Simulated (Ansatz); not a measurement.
Molecule: sum formula BBrCl, net charge 0, doublet state. It need not be the lowest isomer of its formula. 
Coordinates optimised at B3LYP-D3(BJ)/def2-TZVP (Ansatz, a quantum-chemistry and plane-wave program):
SMILES: Cl[B]Br
```xyz
3

B     -0.9021    -0.3157     0.0064
Cl    -1.7532     1.1816    -0.0079
Br     0.9804    -0.5288     0.0029
```
Charge 0, spin multiplicity 2.

Parts of the frozen-core correlation energy in STO-3G (Ansatz, hartree). Frozen orbitals: 20; correlated occupied orbitals by spin: 9 and 8; virtual: 3 and 4. Open shells are spin-unrestricted. No spin-orbit coupling. No relativistic terms.

```csv
term,value
reference (HF),-3023.62141
MP2 opposite-spin,(withheld)
MP2 same-spin,(withheld)
CCSD correlation,-0.05288
(T),(withheld)
T1 diagnostic,0.016
largest doubles amplitude,0.037
<S^2> of the reference,0.754
```

**Question.** Some entries are withheld; supply them.

**Answer.** 
- MP2 opposite-spin, value: -0.03291
- MP2 same-spin, value: -0.00942
- (T), value: -0.00281
